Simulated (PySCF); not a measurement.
Gas-phase reaction: Ge3H8 + 2 GeO → GeO2 + 4 GeH2. Level: M06-2X/def2-TZVP†; standard pressure 1 bar.

Method: PySCF energies plus ideal-gas RRHO corrections (1 bar). † marks an energy on the PBE0/def2-TZVP geometry and frequencies. All species are closed-shell singlets. Ge: all electrons, no relativistic terms. GeO2, GeH2: computed as isolated molecules; such fragments, hydroxides, amides, oligomers or adducts are transient or little studied in the gas. The harmonic model lacks anharmonicity and excited electronic states, which grow with temperature; levels with a mode under 35 cm⁻¹ are left out. Internal rotation in Ge3H8 is treated as a harmonic vibration of one conformer, which makes the entropy rough.

| T (K) | 1000/T (1/K) | log10 K |
|---|---|---|
| 600 | 1.6667 | -48.36 |
| 800 | 1.2500 | -32.62 |
| 1000 | 1.0000 | -23.23 |
| 1200 | 0.8333 | -17.03 |
| 1400 | 0.7143 | ? |
| 1600 | 0.6250 | -9.36 |

Task: Fit log10 K = a + b·(1000/T) to the five rows, get the mean ΔH° and ΔS°, and predict log10 K at 1400 K.

Result: Means: 1000/T = 1.0750, log10 K = -26.120. Sums of products about the means: Sxy = -24.25271, Sxx = 0.647278, so b = Sxy/Sxx = -37.47 and a = -26.120 − (-37.47)×1.0750 = 14.16.
ΔH° = −R ln 10 × 1000 K × b = −19.145 × (-37.47) = 717 kJ; ΔS° = R ln 10 × a = 271 J/K. The run's own values go from 726 kJ and 283 J/K at 600 K to 697 kJ and 256 J/K at 1600 K.
Prediction at 1400 K: 14.16 + (-37.47)×0.7143 = -12.60. The computed value is -12.63, 0.03 from the line.
For scale, ΔH°(298 K) is 730 kJ at this level, 758 kJ at ωB97M-V/def2-TZVP†, and runs from 686 to 854 kJ over the 18 levels computed.
